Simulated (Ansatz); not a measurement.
Relaxation of C$_{2}$H$_{8}$BNOSi (14 atoms, charge 0, multiplicity 1), to a largest force component of 0.015 eV/Å in at most 40 steps.

The calculation used RKS PBE-D4/6-31G in Ansatz 0.2.0.

```xyz
14
Properties=species:S:1:pos:R:3
N -0.447 -2.095 1.462
C 0.043 -0.895 1.314
C -0.340 0.002 0.141
Si 0.612 -0.592 -1.408
B 0.139 1.497 0.421
O -0.859 2.589 0.453
H -1.163 -2.400 0.779
H 0.814 -0.554 2.048
H -1.402 0.002 0.037
H 0.178 0.274 -2.506
H 0.093 -1.976 -1.676
H 2.016 -0.574 -1.197
H 1.224 1.787 0.624
H -0.920 2.907 -0.464
```

Where does it end, and by what steps?

The run converged. Limits of this set-up: no polarisation functions. After 15 steps the energy has fallen by 1.306 eV; H7 moved furthest, 0.75 Å.

| step | energy less start (eV) | largest force component (eV/Å) | accepted |
| --- | --- | --- | --- |
| 0 | 0.0000 | 3.016 | yes |
| 1 | -0.4184 | 1.194 | yes |
| 2 | -0.5292 | 1.249 | yes |
| 3 | -0.6844 | 2.158 | yes |
| 4 | -0.8378 | 2.227 | yes |
| 5 | -1.1687 | 1.172 | yes |
| 6 | -1.2155 | 0.783 | yes |
| 7 | -1.2850 | 0.264 | yes |
| 8 | -1.2954 | 0.142 | yes |
| 9 | -1.3006 | 0.153 | yes |
| 10 | -1.3032 | 0.133 | yes |
| 11 | -1.3047 | 0.070 | yes |
| 12 | -1.3056 | 0.055 | yes |
| 13 | -1.3060 | 0.043 | yes |
| 14 | -1.3062 | 0.018 | yes |
| 15 | -1.3062 | 0.012 | yes |

```xyz
14
Properties=species:S:1:pos:R:3
N -0.492 -1.984 1.807
C 0.127 -0.995 1.242
C -0.352 -0.083 0.139
Si 0.614 -0.575 -1.502
B -0.049 1.435 0.371
O -0.947 2.360 -0.144
H -1.449 -2.129 1.414
H 1.145 -0.789 1.611
H -1.424 -0.247 -0.091
H 0.290 0.390 -2.622
H 0.204 -1.974 -1.906
H 2.104 -0.552 -1.240
H 0.943 1.808 0.955
H -0.728 3.308 -0.004
```

Whether the end is a true minimum wasn't checked by a vibrational analysis.

Time of the run: 72 s on 1 thread of Arm Neoverse V2, with other jobs on the host, peak memory 0.21 GiB.
